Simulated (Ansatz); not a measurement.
Mo₃H₆S₈. Charge 0, multiplicity 1. Geometry r2SCAN-D4/def2-SVP, basis def2-TZVP, Ansatz.

```xyz
17

Mo    0.9382    0.7675    0.1628
Mo    0.1709   -1.4407    0.9121
Mo   -1.2497   -0.0637   -1.0672
S     0.3672    2.0796    1.7566
S    -1.2840   -2.2990   -0.5890
S     3.2242    0.2989   -0.1090
S     0.3828    1.5504   -2.1010
S    -0.8876   -0.9555    2.8671
S     2.1069   -2.6668    1.1104
S    -3.0403    0.9486   -0.0825
S    -1.7280   -0.3899   -3.3054
H     3.6201    1.5540    0.2344
H    -0.1794    2.6679   -1.5682
H    -0.5698    0.4009    2.9083
H     3.1098   -1.7474    0.9623
H    -2.4767    0.8030    1.1556
H    -2.5044   -1.5081   -3.2475
```

| run | HOMO (eV) | LUMO (eV) |
| --- | --- | --- |
| A | -5.57 | -4.42 |
| B | -5.40 | -4.23 |
| C | -6.68 | -3.88 |
| D | -5.80 | -4.45 |
| E | -6.86 | -3.90 |

In the def2 sets Mo takes a core potential; there is no spin–orbit coupling. Single mean-field runs in def2-TZVP are fitted with def2-universal-jkfit. The order of the spin states hangs on the level: the triplet lies 0.23 eV below the singlet at r2SCAN0-D4/def2-TZVP, but 0.33 eV above it at PBE-D4/def2-TZVP.

Problem. The runs used BLYP, PBE, PBE0, r2SCAN, r2SCAN0. Estimate which is which.

Solution. A PBE (0 % exact exchange); B BLYP (0 % exact exchange); C PBE0 (25 % exact exchange); D r2SCAN (0 % exact exchange); E r2SCAN0 (25 % exact exchange). Exact exchange lowers occupied and raises empty levels; among semilocal functionals meta-GGAs tend to open the gap a little, and such runs are hard to tell apart. The gap grows from 1.15 eV (PBE) to 2.96 eV (r2SCAN0). The restricted singlet is unstable towards broken spin symmetry in Hartree–Fock (as tested in another run); at BLYP-D4/def2-TZVP, PBE0-D4/def2-TZVP, r2SCAN-D4/def2-TZVP, r2SCAN0-D4/def2-TZVP this wasn't settled.
